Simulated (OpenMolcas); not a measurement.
An OpenMolcas run meant for Ca⁺ (ANO-R3, X2C; inactive shells 1s 2s 2p 3s 3p; intended active space 1 electron in 4 orbitals (4s 4p)). One step of its input:

```
&RASSCF
FileOrb=start.orb
Symmetry=1
Spin=2
nElAct=1 0 0
Inactive=3 6
Ras2=1 3
CIRoot=1 1 1
SDav=1
CIMx=300
Iter=72 100
PrWF=0.3
OrbListing=Nothing
MaxOrb=0
Atom
CIOnly
>>> COPY $Project.JobIph JOB001
```

Lines from the output:

```
--- SEWARD ---
Basis set label: CA.ANO-R...7S6P4D3F1G.

      Electronic valence basis set:
      ------------------
      Associated Effective Charge  20.000000 au
      Associated Actual Charge     20.000000 au
      Nuclear Model: Finite nucleus - Gaussian distribution
        Gaussian exponent, Xi/bohr**(-2):  3.57222E+08

      Shell  nPrim  nBasis  Cartesian Spherical Contaminant
         s      19       7        X
         p      13       6        X
         d       6       4                 X
         f       5       3                 X
         g       2       1                 X
                  Relativistic X2C integrals
                  Atomic mean-field integrals
--- RASSCF ---

 Nr of active orbitals     NAC=   4
 Spin degeneracy         ISPIN=   2
 There can be no such wave function.
 ************************************************
--- Stop Module: rasscf at  /rc=_RC_INPUT_ERROR_ ---
.####################.
.# User input error #.
.####################.
```

What is wrong with the input?

A keyword is misspelt. OpenMolcas reads the first four letters of a keyword, so the setting is refused or falls back to its default.
